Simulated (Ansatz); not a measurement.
Two isomers of CH4BBrSi: A = `BrC1B[SiH2]1`, B = `BrB1C[SiH2]1`.

Isolated molecules relaxed with PBE0-D4/def2-TZVP in Ansatz; ΔE leaves out vibrations. CCSD(T)/CBS is the MP2 limit (def2-TZVPP, def2-QZVPP) plus CCSD(T) − MP2 in def2-TZVPP, frozen cores. Functionals use def2-TZVPP. For Br outer-core shells are correlated without core-valence functions, which leaves a few kJ/mol of doubt a bond. Scalar relativity is left out up to krypton.

A:

Z-matrix (Å, degrees):
```
C
B 1 1.472
Si 1 2.075 2 62.3
Br 1 1.913 2 125.0 3 -134.7
H 1 1.089 2 124.8 3 63.3
H 2 1.185 1 132.4 3 137.6
H 3 1.479 1 100.0 2 135.4
H 3 1.486 1 127.4 2 -98.9
```

B:

Z-matrix (Å, degrees):
```
C
B 1 1.508
Si 1 1.966 2 65.7
H 1 1.094 2 117.2 3 82.0
H 1 1.088 2 124.3 3 -129.5
Br 2 1.886 1 134.1 3 147.4
H 3 1.484 1 123.1 2 -104.2
H 3 1.480 1 107.8 2 122.6
```

**Question.** Which isomer does CCSD(T)/CBS put lower? Give the gap. (Best estimate.)

**Answer.** The calculation gave: B, by 131.9 kJ/mol.

**Question.** Give E(B) − E(A) in kJ/mol with CCSD(T)/def2-TZVPP, PBE0-D4, HF/def2-TZVPP, B2PLYP, r2SCAN-D4, BLYP-D4, LDA (SPW92). (An estimate is asked.)

**Answer.** Computed: CCSD(T)/def2-TZVPP -131.5, PBE0-D4 -133.3, HF/def2-TZVPP -142.0, B2PLYP -129.3, r2SCAN-D4 -133.5, BLYP-D4 -118.6, LDA (SPW92) -130.0. None reverses the order clearly.

**Question.** Does the order hold for the free energy at 298.15 K (harmonic terms from PBE0-D4)? (Estimate.)

**Answer.** The calculation gave: Yes: G(B) − G(A) = -128.8 kJ/mol.

Largest T1 diagnostic: 0.012.

From r2SCAN to r2SCAN0 (25 % exact exchange), in def2-TZVPP and without D4, E(B) − E(A) moves by −4.7 kJ/mol. Leaving LDA and LC-ωPBE aside and taking each functional with its dispersion term where it has one, the values, not all of them listed here, spread over 19.5 kJ/mol, from r2SCAN0-D4 to BLYP-D4. LDA lies −4.4 kJ/mol from PBE without D4.
